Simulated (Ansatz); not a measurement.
Geometry optimisation, RKS B3LYP-D4/def2-SVP in Ansatz 0.2.0.

Input:

```yaml
crystal:
  periodic: [false, false, false]
  atoms:
    - { symbol: Ti, position_ang: [0.47018, 0.105737, -0.254727] }
    - { symbol: O, position_ang: [-0.896118, -0.073723, 2.538401] }
    - { symbol: H, position_ang: [-1.499347, 0.471816, 2.00835] }
    - { symbol: O, position_ang: [1.397161, 0.026642, -1.768301] }
    - { symbol: H, position_ang: [1.787755, -0.67829, -2.298499] }
    - { symbol: O, position_ang: [-1.089705, 0.990047, -0.412836] }
    - { symbol: H, position_ang: [-1.435783, 1.529855, -1.133812] }
    - { symbol: O, position_ang: [0.133402, -1.505875, 0.40031] }
    - { symbol: H, position_ang: [-0.329643, -1.431329, 1.267319] }
    - { symbol: F, position_ang: [1.373319, 0.966164, 1.060583] }
    - { symbol: H, position_ang: [-0.063619, 0.457958, 2.534615] }
basis:
  gaussian: { orbitals: def2-SVP }
hamiltonian:
  xc: b3lyp
  dispersion: d4
relax:
  f_tol: 0.03
  max_steps: 50
```

Launched with:

```bash
$ ansatz run input.yaml --threads 4 --pin off --max-ram 5120MiB --backend cpu --events-out ev --progress --plain --runs-dir out
```

Question: Where does it end, and by what steps?

Answer: The run converged. After 12 steps the energy has fallen by 0.112 eV; H9 moved furthest, 0.55 Å. Joined: Ti1–O2 (3.11 → 2.45 Å).

```json
{"step": "0", "energy less start (eV)": "0.0000", "largest force component (eV/Å)": "0.645", "accepted": "yes"}
{"step": "1", "energy less start (eV)": "-0.0198", "largest force component (eV/Å)": "0.488", "accepted": "yes"}
{"step": "2", "energy less start (eV)": "-0.0316", "largest force component (eV/Å)": "0.458", "accepted": "yes"}
{"step": "3", "energy less start (eV)": "-0.0448", "largest force component (eV/Å)": "0.462", "accepted": "yes"}
{"step": "4", "energy less start (eV)": "-0.0545", "largest force component (eV/Å)": "0.393", "accepted": "yes"}
{"step": "5", "energy less start (eV)": "-0.0613", "largest force component (eV/Å)": "0.261", "accepted": "yes"}
{"step": "6", "energy less start (eV)": "-0.0746", "largest force component (eV/Å)": "0.136", "accepted": "yes"}
{"step": "7", "energy less start (eV)": "-0.0812", "largest force component (eV/Å)": "0.986", "accepted": "yes"}
{"step": "8", "energy less start (eV)": "-0.0984", "largest force component (eV/Å)": "0.113", "accepted": "yes"}
{"step": "9", "energy less start (eV)": "-0.0913", "largest force component (eV/Å)": "0.302", "accepted": "no"}
{"step": "10", "energy less start (eV)": "-0.1093", "largest force component (eV/Å)": "0.066", "accepted": "yes"}
{"step": "11", "energy less start (eV)": "-0.1090", "largest force component (eV/Å)": "0.214", "accepted": "no"}
{"step": "12", "energy less start (eV)": "-0.1119", "largest force component (eV/Å)": "0.019", "accepted": "yes"}
```

```xyz
11
Properties=species:S:1:pos:R:3
Ti 0.433 0.082 0.015
O -0.790 0.106 2.138
H -1.437 0.685 1.696
O 1.222 0.117 -1.581
H 1.508 -0.598 -2.161
O -1.133 1.004 -0.248
H -1.348 1.426 -1.089
O 0.268 -1.679 0.325
H -0.215 -1.948 1.119
F 1.537 0.959 1.111
H -0.198 0.706 2.616
```

Whether the end is a true minimum wasn't checked by a vibrational analysis.

The run took 31 s on 4 threads of Arm Neoverse V2, with other jobs on the host, peak memory 0.35 GiB.
